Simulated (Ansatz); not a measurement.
Reaction (ligand exchange at the In–Cl bond): `[CH3][In]([NH2])[Cl]` + HBr → `[CH3][In]([NH2])[Br]` + HCl

Calculated with Ansatz (gas phase, PBE0-D4/def2-TZVP geometries, no zero-point term in ΔE). CCSD(T)/CBS is the MP2 limit (def2-TZVPP, def2-QZVPP) plus CCSD(T) − MP2 in def2-TZVPP, frozen cores. This one scheme is used for every species. Functionals use def2-TZVPP. Elements past krypton have def2 core potentials. For Br, In outer-core shells are correlated without core-valence functions, which leaves a few kJ/mol of doubt a bond. Scalar relativity is left out up to krypton. One conformer a species, not always the lowest.

```csv
level,ΔE (eV)
BLYP-D4,-0.16
CAM-B3LYP-D4,-0.16
PBE,-0.17
HF/def2-TZVPP,-0.20
```

(1) What does CCSD(T)/CBS give? (An estimate is asked.)

Largest T1 diagnostic among the species: 0.013.

## Answers

(1) Computed: -0.20 eV. The listed levels differ from it by 0.04, 0.04, 0.03, 0.00 eV.

Leaving LDA and LC-ωPBE aside and taking each functional with its dispersion term where it has one, the values, not all of them listed here, spread over 0.07 eV, from PBE-QIDH to B97M-V. At CCSD(T), def2-SVP lies +0.03 eV from the extrapolated value and def2-TZVPP +0.01 eV. From BLYP to BHLYP (50 % exact exchange), in def2-TZVPP and without D4, ΔE moves by −0.03 eV.
